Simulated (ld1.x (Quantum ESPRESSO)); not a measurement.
## Configuration tests for nickel (TM)

| Quantity | Value |
| --- | --- |
| Element | Ni |
| Generator | ld1.x (Quantum ESPRESSO) 7.5 |
| Type | norm-conserving Troullier–Martins (Kleinman–Bylander form) |
| Functional | PBE |
| Relativity | fully relativistic |
| Frozen core | [Ne] 3s2 |
| Valence charge | 16 |
| Reference configuration | 3p6 3d8 4s1 4p0 (charge +1) |
| Partial waves | 3p (bound): rc 0.65 bohr; 3d (bound): rc 1.65 bohr; 4s (bound): rc 2.00 bohr |
| Local potential | the s channel |
| Core correction | none |

Open shells are filled in proportion to 2j + 1 (rel_dist='average').

Energies are relative to the spin-unpolarised reference configuration 3p6 3d8 4s1 4p0; without spin polarisation the order of configurations can differ from experiment.

| valence configuration | charge | ΔE all-electron (eV) | error AE − PS (meV) |
| --- | --- | --- | --- |
| 3p6 3d8 4s0 4p0 | +2 | 17.351 | -3.5 |
| 3p6 3d7 4s0 4p0 | +3 | 54.817 | -191 |
| 3p6 3d7 4s2 4p1 | 0 | 1.221 | -1161 |
| 3p6 3d8 4s1 4p1 | 0 | -4.728 | -635 |
| 3p6 3d8.5 4s1.5 4p0 | 0 | -10.505 | -29 |

What are ΔE and the potential's error for 3p6 3d8 4s2 4p0?

ΔE = -9.323 eV all-electron; the error (AE − PS) is -1.2 meV.

What are ΔE and the potential's error for 3p6 3d6 4s0 4p0?

ΔE = 112.373 eV all-electron; the error (AE − PS) is -694 meV.

Levels in the configuration 3p6 3d7 4s2 4p1:

```tsv
level	all-electron (eV)	pseudo (eV)
3p j=1/2	-80.997	-82.874
3p j=3/2	-78.748	-80.624
3d j=3/2	-16.365	-17.767
3d j=5/2	-16.102	-17.502
4s j=1/2	-8.074	-8.700
4p j=1/2	-2.677	-2.142
4p j=3/2	-2.589	-2.110
```

These tests converged, but a pseudo level misses the all-electron one widely, so the file describes the atom poorly there or has found another state: 3p6 3d7 4s0 4p0: empty 4p by 3.1 eV (a node warning on the way); 3p6 3d6 4s0 4p0: empty 4p by 4.8 eV (a node warning on the way). ld1.x printed “convergence not achieved” for 4 of the counted tests; their residual had stalled under 1e-8, short of the target of 1e-14.
